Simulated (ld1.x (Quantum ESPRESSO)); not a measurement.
Configuration tests for P (TM semilocal)

```json
{
  "Element": "phosphorus (P)",
  "Generator": "ld1.x (Quantum ESPRESSO) 7.5",
  "Type": "norm-conserving Troullier–Martins (semilocal form)",
  "Functional": "PBE",
  "Relativity": "non-relativistic",
  "Frozen core": "[Ne]",
  "Valence charge": "5",
  "Reference configuration": "3s2 3p3",
  "Partial waves": "3p (bound): rc 1.85 bohr; 3d channel at 0.45 Ry: rc 1.40 bohr; 3s (bound): rc 1.10 bohr",
  "Local potential": "the s channel",
  "Core correction": "none"
}
```

Energies are relative to the spin-unpolarised reference configuration 3s2 3p3; without spin polarisation the order of configurations can differ from experiment.

```tsv
valence configuration	charge	ΔE all-electron (eV)	error AE − PS (meV)
3s2 3p1	+2	28.901	+36
3s2 3p0	+3	58.651	+148
3s1 3p4	0	8.447	+20
3s1 3p3	+1	18.767	+17
3s1 3p0	+4	110.532	+300
```

(1) What are ΔE and the potential's error for 3s2 3p2.5?

(2) What are ΔE and the potential's error for 3s2 3p2?

Levels in the configuration 3s2 3p2.5:

```
level  all-electron (eV)  pseudo (eV)
   3s            -18.352      -18.352
   3p             -9.677       -9.673
```

Answers

(1) ΔE = 3.781 eV all-electron; the error (AE − PS) is +0.7 meV.

(2) ΔE = 9.742 eV all-electron; the error (AE − PS) is +4.5 meV.
